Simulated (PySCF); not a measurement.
2-silylpropan-2-ol (C₃H₁₀OSi), SMILES CC(C)(O)[SiH3]. Geometry: PBE-D3(BJ)/def2-SVP. One conformer was computed; it need not be the lowest.

Computed equilibrium geometry at PBE-D3(BJ)/def2-SVP (PySCF confirms it by a frequency run) as Cartesian coordinates in Å, and its point group (one conformer of several):
point group Cs.
```xyz
15

C     -0.9713     0.6154     1.2661
C     -0.3931    -0.0307     0.0000
C     -0.9713     0.6154    -1.2661
O     -0.6418    -1.4462     0.0000
Si     1.5316     0.0686     0.0000
H     -2.0811     0.5170     1.2697
H     -0.7361     1.6977     1.3284
H     -0.5844     0.1172     2.1772
H     -0.7361     1.6977    -1.3284
H     -2.0811     0.5170    -1.2697
H     -0.5844     0.1172    -2.1772
H     -1.6130    -1.5641     0.0000
H      2.0792    -0.6015     1.2290
H      1.9638     1.5130     0.0000
H      2.0792    -0.6015    -1.2290
```
